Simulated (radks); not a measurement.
Neutral copper: order these configurations by energy. Method: Dirac Kohn-Sham, relativistic LDA (MacDonald-Vosko exchange, VWN5 correlation), spin-unpolarised, spherical densities, finite nucleus; Fermi nuclear charge, rms radius of each element as measured or else 0.836 A^(1/3) + 0.57 fm; computed with a radial shooting solver on a logarithmic mesh with Libxc functionals. Sub-shells are occupied by j as written (lower j first in brackets). [Ar] 3d(3/2: 4, 5/2: 5) 4s1 4p(1/2: 1, 3/2: 0); [Ar] 3d(3/2: 4, 5/2: 5) 4s2; [Ar] 3d10 4p(1/2: 1, 3/2: 0); [Ar] 3d10 4s1.

Answer. From the lowest, in eV above it: [Ar] 3d10 4s1 0.000; [Ar] 3d(3/2: 4, 5/2: 5) 4s2 1.928; [Ar] 3d10 4p(1/2: 1, 3/2: 0) 4.205; [Ar] 3d(3/2: 4, 5/2: 5) 4s1 4p(1/2: 1, 3/2: 0) 6.793.
